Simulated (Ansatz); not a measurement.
C2H7Cl2NSi2 (`C=CN([SiH2]Cl)[SiH2]Cl`), charge 0, multiplicity 1.

Task: Give a relaxed structure at PBE0-D4/def2-TZVP (Ansatz). (An estimate is asked.)

Result: The calculation gave: 
Z-matrix (Å, degrees):
```
Si
Cl 1 2.054
N 1 1.733 2 112.1
H 1 1.473 2 107.4 3 -122.4
H 1 1.479 2 107.3 3 116.3
C 3 1.404 1 118.2 2 97.5
Si 3 1.741 1 125.0 2 -75.5
C 6 1.331 3 126.5 1 -178.6
H 6 1.087 3 114.3 1 1.8
Cl 7 2.048 3 107.8 1 -2.4
H 7 1.479 3 110.7 1 115.9
H 7 1.479 3 110.9 1 -120.5
H 8 1.085 6 123.7 3 -0.0
H 8 1.081 6 119.6 3 -179.8
```
This is one stationary point; other conformers may exist.
